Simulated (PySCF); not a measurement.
B(Cl)(OH)(NH2) (BClH3NO), SMILES NB(O)Cl. Atoms are numbered in the order given.

```xyz
7

B     -0.0510     0.4590     0.0000
Cl     0.0951    -1.3386     0.0000
O     -1.2818     1.0401     0.0000
H     -2.0014     0.3992     0.0000
N      1.1115     1.2362     0.0000
H      1.0735     2.2480     0.0000
H      2.0407     0.8401     0.0000
```
Charge 0, spin multiplicity 1.

The structure is a stationary point at B3LYP-D3(BJ)/def2-SVP. The values are those of a single conformer.

Calculation: PBE0/pcJ-1 in PySCF.

Isotropic couplings with Fermi-contact, spin-dipole and both spin-orbit terms, one fixed conformer, no vibrational averaging. Isotopes: 11B, 14N, 1H.

Computed spin–spin coupling constants:
| pair | bonds apart | J (Hz) |
|---|---|---|
| B1–N5 | 1 | 32.8 |
| N5–H6 | 1 | 59.9 |
| N5–H7 | 1 | 62.2 |
| B1–H4 | 2 | -4.8 |
| B1–H6 | 2 | 3.0 |
| B1–H7 | 2 | 1.7 |
| H6–H7 | 2 | -2.5 |
| H4–N5 | 3 | 2.9 |
| H4–H7 | 4 | 3.4 |
